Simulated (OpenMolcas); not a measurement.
Au3+: moving the ligands

Au3+ with 6 ligands (water) in octahedral coordination (Th) at 2.21 Å. Ligand basis ANO-RCC-VDZP.
```
Au    0.0000    0.0000    0.0000
O     2.2100    0.0000    0.0000
H     2.7870    0.7797    0.0000
H     2.7870   -0.7797    0.0000
O     0.0000    2.2100    0.0000
H     0.0000    2.7870    0.7797
H     0.0000    2.7870   -0.7797
O    -2.2100    0.0000    0.0000
H    -2.7870    0.7797    0.0000
H    -2.7870   -0.7797    0.0000
O     0.0000   -2.2100    0.0000
H     0.0000   -2.7870    0.7797
H     0.0000   -2.7870   -0.7797
O     0.0000    0.0000    2.2100
H     0.7797    0.0000    2.7870
H    -0.7797    0.0000    2.7870
O     0.0000    0.0000   -2.2100
H     0.7797    0.0000   -2.7870
H    -0.7797    0.0000   -2.7870
```

```
Program             : OpenMolcas
Method              : CASSCF
Basis               : ANO-RCC-VTZP [8s7p5d3f1g]
Scalar Hamiltonian  : DKH2, point nucleus
Active space        : 8 electrons in 5 orbitals (5d)
State averaging     : 2S+1 = 3 even, 10 roots; 2S+1 = 1 even, 15 roots
Spin-orbit coupling : RASSI with atomic mean-field integrals over the reference wave functions
```

Runs around this geometry, states (labels of O, taken over from Oh, the nearest higher group). Energies in cm-1 above the lowest state or level, χT in cm3 K/mol; 10Dq and B are least-squares fits to the states below 45000 cm-1, weighted by degeneracy, with a free offset, and given where the rms deviation is under 5 % of |10Dq| (or 100 cm-1) and under 700 cm-1.

| R (Å) | Ground state | First state of that spin | 10Dq | B (rms of fit) | First gap with spin-orbit (degeneracies) | χT at 300 K | First state of another spin |
| --- | --- | --- | --- | --- | --- | --- | --- |
| 2.15 | 3A2 | 3T2 20019 | 19917 | 797 (85) | 10082 (3, 2) | 1.589 | 1E 11746 |
| 2.21 | 3A2 | 3T2 17261 | 17224 | 801 (71) | 9600 (3, 2) | 1.673 | 1E 11754 |
| 2.31 | 3A2 | 3T2 13559 | 14188 | 758 (263) | 8501 (3, 2) | 1.813 | 1E 11741 |

Taking |10Dq| as R^-n, n = -ln(14188 / 19917) / ln(2.31 / 2.15) = 4.7 between the shortest and longest distance. The point-charge formula for a cubic d site gives n = 5.

Without dynamic correlation the repulsion within the d shell is too large (B by tens of per cent), so at a given field states of lower spin stand too high. Real 4d8 and 5d8 ions are as a rule square planar and diamagnetic. With metal d orbitals alone the field can be off either way by tens of per cent. Ligand-to-metal charge-transfer states are missing. With no ligand orbital active B as a rule stays too high, so bands that hang on it stand too high and its fall with covalency is understated. The least metal-like active orbital is 78 % on the metal (Löwdin) and no ligand orbital is active, so the numbers are rough (holds for R = 2.15). The least metal-like active orbital is 80 % on the metal (Löwdin) and no ligand orbital is active, so the numbers are rough (holds for R = 2.21). The least metal-like active orbital is 81 % on the metal (Löwdin) and no ligand orbital is active, so the numbers are rough (holds for R = 2.31). No measured value stands beside these numbers; the geometry was imposed, not optimised, and the real ion may take another.
